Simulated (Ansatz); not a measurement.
These are PBE0-D3(BJ)/def2-TZVP in Ansatz (a program for electronic structure) values and carry that method's errors. No frequencies were computed at this level.

Ansatz 0.2 input:
```yaml
crystal:
  periodic: [false, false, false]
  atoms:
    - { symbol: O, position_ang: [2.52152, -0.659792, 0.334684] }
    - { symbol: Si, position_ang: [1.091305, -0.290687, 0.053861] }
    - { symbol: C, position_ang: [-0.706261, -0.522548, -0.281108] }
    - { symbol: C, position_ang: [-0.361289, 0.800342, -0.249852] }
    - { symbol: H, position_ang: [-1.634428, -1.049084, -0.449016] }
    - { symbol: H, position_ang: [-0.910852, 1.721767, -0.371767] }
basis:
  gaussian: { orbitals: def2-tzvp }
hamiltonian:
  xc: pbe0
  dispersion: d3bj
relax:
  max_steps: 150
```

Output:

```
Functional definition: PBE0
867 factors; their error is unknown
mean field evaluation 1: about -12012.2514 eV, gradient 7.4e1 eV
mean field evaluation 2: about -11981.4873 eV, gradient 1.4e2 eV
mean field evaluation 4: about -12022.7147 eV, gradient 7.7e0 eV
mean field evaluation 8: about -12022.8977 eV, gradient 3.7e-1 eV
mean field evaluation 16: about -12022.8979 eV, gradient 3.6e-5 eV
mean field -12022.89792202 eV, -441.8333492215 hartree, gradient 3.6e-5 eV, S^2 0.000000; 0 other end points of the search recorded, 0 dependent functions left out
reference -12022.89794870 eV, -441.8333502019 hartree; 18, 18 occupied and 124, 124 virtual orbitals, 867 factors
relax step   1: F+E_penalty+E_count = -12023.00380977 eV  Δ(F+E_penalty+E_count) = +0.000e0 eV  max|allowed force component| = 3.438e0 eV/Å  Δτ_max = 0.0000 Å  (27 SCF iters, accepted)
these checks for a lower state are left out or cut short: starts, cluster_reference, orbital_swaps, neighbouring_geometries, increment
867 factors; their error is unknown
mean field -12023.00972767 eV, -441.8374580031 hartree, gradient 2.0e-5 eV, S^2 0.000000; 0 other end points of the search recorded, 0 dependent functions left out
reference -12023.00975432 eV, -441.8374589825 hartree; 18, 18 occupied and 124, 124 virtual orbitals, 867 factors
relax step   2: F+E_penalty+E_count = -12023.11606909 eV  Δ(F+E_penalty+E_count) = -1.123e-1 eV  max|allowed force component| = 1.819e0 eV/Å  Δτ_max = 0.0281 Å  (33 SCF iters, accepted)
these checks for a lower state are left out or cut short: starts, cluster_reference, orbital_swaps, neighbouring_geometries, increment
867 factors; their error is unknown
mean field -12023.04946701 eV, -441.8389183968 hartree, gradient 2.0e-5 eV, S^2 0.000000; 0 other end points of the search recorded, 0 dependent functions left out
reference -12023.04949357 eV, -441.8389193731 hartree; 18, 18 occupied and 124, 124 virtual orbitals, 867 factors
relax step   3: F+E_penalty+E_count = -12023.15633175 eV  Δ(F+E_penalty+E_count) = -4.026e-2 eV  max|allowed force component| = 2.344e-1 eV/Å  Δτ_max = 0.0293 Å  (32 SCF iters, accepted)
these checks for a lower state are left out or cut short: starts, cluster_reference, orbital_swaps, neighbouring_geometries, increment
867 factors; their error is unknown
mean field evaluation 32: about -12023.0140 eV, gradient 1.9e-3 eV
mean field -12023.04799198 eV, -441.8388641907 hartree, gradient 1.9e-5 eV, S^2 0.000000; 0 other end points of the search recorded, 0 dependent functions left out
reference -12023.04801851 eV, -441.8388651657 hartree; 18, 18 occupied and 124, 124 virtual orbitals, 867 factors
relax step   4: F+E_penalty+E_count = -12023.15481885 eV  Δ(F+E_penalty+E_count) = +1.513e-3 eV  max|allowed force component| = 4.260e-1 eV/Å  Δτ_max = 0.0062 Å  (33 SCF iters, rejected (line search))
these checks for a lower state are left out or cut short: starts, cluster_reference, orbital_swaps, neighbouring_geometries, increment
867 factors; their error is unknown
mean field -12023.05048625 eV, -441.8389558534 hartree, gradient 1.9e-5 eV, S^2 0.000000; 0 other end points of the search recorded, 0 dependent functions left out
reference -12023.05051280 eV, -441.8389568291 hartree; 18, 18 occupied and 124, 124 virtual orbitals, 867 factors
relax step   5: F+E_penalty+E_count = -12023.15731715 eV  Δ(F+E_penalty+E_count) = -9.854e-4 eV  max|allowed force component| = 5.005e-2 eV/Å  Δτ_max = 0.0030 Å  (34 SCF iters, accepted)
these checks for a lower state are left out or cut short: starts, cluster_reference, orbital_swaps, neighbouring_geometries, increment
867 factors; their error is unknown
mean field -12023.05113983 eV, -441.8389798722 hartree, gradient 1.9e-5 eV, S^2 0.000000; 0 other end points of the search recorded, 0 dependent functions left out
reference -12023.05116636 eV, -441.8389808468 hartree; 18, 18 occupied and 124, 124 virtual orbitals, 867 factors
relax step   6: F+E_penalty+E_count = -12023.15795219 eV  Δ(F+E_penalty+E_count) = -6.350e-4 eV  max|allowed force component| = 3.375e-2 eV/Å  Δτ_max = 0.0079 Å  (34 SCF iters, accepted)
these checks for a lower state are left out or cut short: starts, cluster_reference, orbital_swaps, neighbouring_geometries, increment
867 factors; their error is unknown
mean field -12023.05126960 eV, -441.8389846408 hartree, gradient 1.9e-5 eV, S^2 0.000000; 0 other end points of the search recorded, 0 dependent functions left out
reference -12023.05129610 eV, -441.8389856148 hartree; 18, 18 occupied and 124, 124 virtual orbitals, 867 factors
relax step   7: F+E_penalty+E_count = -12023.15808737 eV  Δ(F+E_penalty+E_count) = -1.352e-4 eV  max|allowed force component| = 1.059e-3 eV/Å  Δτ_max = 0.0054 Å  (34 SCF iters, accepted)
867 factors; their error is unknown
mean field evaluation 64: about -12023.0513 eV, gradient 1.9e-5 eV
mean field -12023.05126960 eV, -441.8389846408 hartree, gradient 1.9e-5 eV, S^2 0.000000; 1 other end points of the search recorded, 0 dependent functions left out
reference -12023.05129610 eV, -441.8389856148 hartree; 18, 18 occupied and 124, 124 virtual orbitals, 867 factors
Total energy: -12023.15811387 eV, -441.8429110956 hartree
Atom 0 at     2.481676    -0.654776     0.326903 Å, force     0.000784    -0.000412     0.000178 eV/Å
Atom 1 at     1.043929    -0.275493     0.044521 Å, force     0.000101     0.000384    -0.000015 eV/Å
Atom 2 at    -0.667194    -0.534056    -0.275493 Å, force    -0.000690    -0.001059    -0.000201 eV/Å
Atom 3 at    -0.323318     0.795413    -0.240116 Å, force    -0.000313     0.000991    -0.000008 eV/Å
Atom 4 at    -1.619375    -1.025818    -0.445713 Å, force     0.000138     0.000386     0.000071 eV/Å
Atom 5 at    -0.915723     1.694728    -0.373300 Å, force    -0.000020    -0.000289    -0.000026 eV/Å
Dipole moment:    -0.936051     0.246931    -0.183850 e Å
```

Cost: around 19 core-seconds (rough).
